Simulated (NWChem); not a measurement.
System: ZrH2Cl2; SMILES [Cl][ZrH2][Cl]

Output (shortened):

```
             Northwest Computational Chemistry Package (NWChem) 7.3.0
             --------------------------------------------------------

 C2V symmetry detected

                             Geometry "geometry" -> ""
                             -------------------------

 Output coordinates in angstroms (scale by  1.889725989 to convert to a.u.)

  No.       Tag          Charge          X              Y              Z
 ---- ---------------- ---------- -------------- -------------- --------------
    1 Zr                  40.0000     0.00000000     0.00000000    -0.51663584
    2 Cl                  17.0000     1.97822200     0.00000000     0.70085116
    3 Cl                  17.0000    -1.97822200     0.00000000     0.70085116
    4 H                    1.0000     0.00000000    -1.49359600    -1.58175284
    5 H                    1.0000     0.00000000     1.49359600    -1.58175284

 Effective nuclear repulsion energy (a.u.)     382.4136041585

      Symmetry information
      --------------------

 Group name             C2v
 Group number             16
 Group order               4
 No. of unique centers     3

                                 NWChem DFT Module
                                 -----------------

 Summary of "ao basis" -> "ao basis" (spherical)
 ------------------------------------------------------------------------------
       Tag                 Description            Shells   Functions and Types
 ---------------- ------------------------------  ------  ---------------------
 Zr                        def2-svpd                12       34   5s4p2d1f
 Cl                        def2-svpd                11       27   5s4p2d
 H                         def2-svpd                 4        8   2s2p

      Symmetry analysis of basis
      --------------------------

        a1         40
        a2         13
        b1         29
        b2         22

            General Information
            -------------------
          SCF calculation type: DFT
          Wavefunction type:  closed shell.
          No. of atoms     :     5
          No. of electrons :    48
           Alpha electrons :    24
            Beta electrons :    24
          Charge           :     0
          Spin multiplicity:     1
          Use of symmetry is: off; symmetry adaption is: on
          Maximum number of iterations: 150
          AO basis - number of functions:   104
                     number of shells:    42
          Convergence on energy requested:  1.00D-06
          Convergence on density requested:  1.00D-05
          Convergence on gradient requested:  5.00D-04

              XC Information
              --------------
                         B3LYP Method XC Potential
                     Hartree-Fock (Exact) Exchange  0.200
                        Slater Exchange Functional  0.800 local
                    Becke 1988 Exchange Functional  0.720 non-local
              Lee-Yang-Parr Correlation Functional  0.810
                  VWN I RPA Correlation Functional  0.190 local

             Grid Information
             ----------------
          Grid used for XC integration:  medium
          Radial quadrature: Mura-Knowles
          Angular quadrature: Lebedev.
          Tag              B.-S. Rad. Rad. Pts. Rad. Cut. Ang. Pts.
          ---              ---------- --------- --------- ---------
          Zr                  1.55      123          12.0       590
          Cl                  1.00       88          13.0       590
          H                   0.35       45          12.0       434
          Grid pruning is: on
          Number of quadrature shells:   389
          Spatial weights used:  Erf1

      Superposition of Atomic Density Guess
      -------------------------------------

 Sum of atomic energies:        -973.15705796

      Non-variational initial energy
      ------------------------------

 Total energy =    -966.164323
 1-e energy   =   -1645.055253
 2-e energy   =     529.509842
 HOMO         =      -0.322158
 LUMO         =      -0.010492

      Symmetry analysis of molecular orbitals - initial
      -------------------------------------------------

  Numbering of irreducible representations:

     1 a1          2 a2          3 b1          4 b2

  Orbital symmetries:

[...]

                                NWChem TDDFT Module
                                -------------------

            General Information
            -------------------
           No. of orbitals :     208
            Alpha orbitals :     104
             Beta orbitals :     104
        Alpha frozen cores :       0
         Beta frozen cores :       0
     Alpha frozen virtuals :       0
      Beta frozen virtuals :       0
         Spin multiplicity :       1
    Number of AO functions :     104
        Use of symmetry is : off
      Symmetry adaption is : on
         Schwarz screening :  0.10D-07

              XC Information
              --------------
                  B3LYP Method XC Potential
              Hartree-Fock (Exact) Exchange   0.20
                 Slater Exchange Functional   0.80 local
             Becke 1988 Exchange Functional   0.72 non-local
       Lee-Yang-Parr Correlation Functional   0.81
           VWN I RPA Correlation Functional   0.19 local

             TDDFT Information
             -----------------
          Calculation type : Tamm-Dancoff TDDFT
         Wavefunction type : Restricted singlets
          No. of electrons :      48
           Alpha electrons :      24
            Beta electrons :      24
              No. of roots :       6
          Max subspacesize :    5200
            Max iterations :     100
               Target root :       1
           Target symmetry : none
      Symmetry restriction : off
                 Algorithm : Optimal
        Davidson threshold :  0.10D-03

    6 smallest eigenvalue differences (eV)
--------------------------------------------------------
  No. Spin  Occ  Vir  Irrep   E(Occ)    E(Vir)   E(Diff)
--------------------------------------------------------
    1    1   24   25 b2       -0.319    -0.113     5.608
    2    1   24   26 b1       -0.319    -0.103     5.884
    3    1   23   25 a1       -0.331    -0.113     5.921
    4    1   23   26 a2       -0.331    -0.103     6.197
    5    1   24   27 a2       -0.319    -0.085     6.363
    6    1   22   25 b1       -0.353    -0.113     6.529
--------------------------------------------------------

  Entering Davidson iterations
  Restricted singlet excited states

  Iter   NTrls   NConv    DeltaV     DeltaE      Time
  ----  ------  ------  ---------  ---------  ---------
    1      6       0     0.61E-01   0.10+100       21.1
    2     12       0     0.29E-01   0.72E-02       20.1
    3     18       0     0.94E-02   0.10E-02       23.4
    4     24       0     0.34E-02   0.14E-03       25.1
    5     30       1     0.80E-03   0.17E-04       24.6
    6     35       4     0.45E-01   0.15E-03       22.3
    7     37       5     0.16E-01   0.41E-02       16.4
    8     38       5     0.38E-02   0.55E-03       14.9
    9     39       5     0.39E-03   0.15E-04       14.5
   10     40       6     0.66E-04   0.28E-06       15.0
  ----  ------  ------  ---------  ---------  ---------
  Convergence criterion met

  Ground state a1       -968.538964050550 a.u.

  ----------------------------------------------------------------------------
  Root   1 singlet b2             0.148092819 a.u.                4.0298 eV
  ----------------------------------------------------------------------------
     Transition Moments    X -0.00000   Y -0.01776   Z -0.00000
     Dipole Oscillator Strength                    0.0000311556
     Electric Quadrupole                           0.0000000148
     Magnetic Dipole                               0.0000058371
     Total Oscillator Strength                     0.0000370075

     Occ.   21  b2  ---  Virt.   25  a1       0.10799
     Occ.   24  b2  ---  Virt.   25  a1       0.99249
  ----------------------------------------------------------------------------
  Root   2 singlet b1             0.165738881 a.u.                4.5100 eV
  ----------------------------------------------------------------------------
     Transition Moments    X  0.11597   Y  0.00000   Z  0.00000
     Dipole Oscillator Strength                    0.0014860641
     Electric Quadrupole                           0.0000000392
     Magnetic Dipole                               0.0000017465
     Total Oscillator Strength                     0.0014878498

     Occ.   21  b2  ---  Virt.   26  a2       0.10168
     Occ.   24  b2  ---  Virt.   26  a2       0.99089
  ----------------------------------------------------------------------------
  Root   3 singlet a1             0.173444169 a.u.                4.7197 eV
  ----------------------------------------------------------------------------
     Transition Moments    X  0.00000   Y  0.00000   Z -0.38281
     Dipole Oscillator Strength                    0.0169444911
     Electric Quadrupole                           0.0000001484
     Magnetic Dipole                               0.0000000000
     Total Oscillator Strength                     0.0169446396

     Occ.   20  a2  ---  Virt.   26  a2      -0.07801
     Occ.   23  a1  ---  Virt.   25  a1      -0.98308
     Occ.   23  a1  ---  Virt.   28  a1       0.12527
     Occ.   24  b2  ---  Virt.   29  b2      -0.06343
  ----------------------------------------------------------------------------
  Root   4 singlet a2             0.174540228 a.u.                4.7495 eV
  ----------------------------------------------------------------------------
     Transition Moments    X  0.00000   Y -0.00000   Z -0.00000
     Dipole Oscillator Strength                    0.0000000000
     Electric Quadrupole                           0.0000000142
     Magnetic Dipole                               0.0000031672
     Total Oscillator Strength                     0.0000031814

[...]
```

Level: B3LYP/def2-SVPD with def2 effective core potentials on Zr, TDA. Geometry: optimised at PBE0/def2-SVP. Not confirmed as a minimum by frequencies. def2 effective core potentials on Zr; no spin-orbit coupling.

### Question
Reconstruct the input file.

### Answer
This is not unique; one that fits is the input that was run:
```
start job
memory heap 200 mb stack 900 mb global 1100 mb
geometry units angstroms noautoz
  Zr     0.000000     0.000000    -0.457990
  Cl     1.978222     0.000000     0.759497
  Cl    -1.978222     0.000000     0.759497
  H      0.000000    -1.493596    -1.523107
  H      0.000000     1.493596    -1.523107
end
basis spherical
  * library def2-svpd
end
ecp
  Zr library def2-ecp
end
dft
  xc b3lyp
  iterations 150
end
tddft
  cis
  nroots 6
  notriplet
end
task tddft energy
```
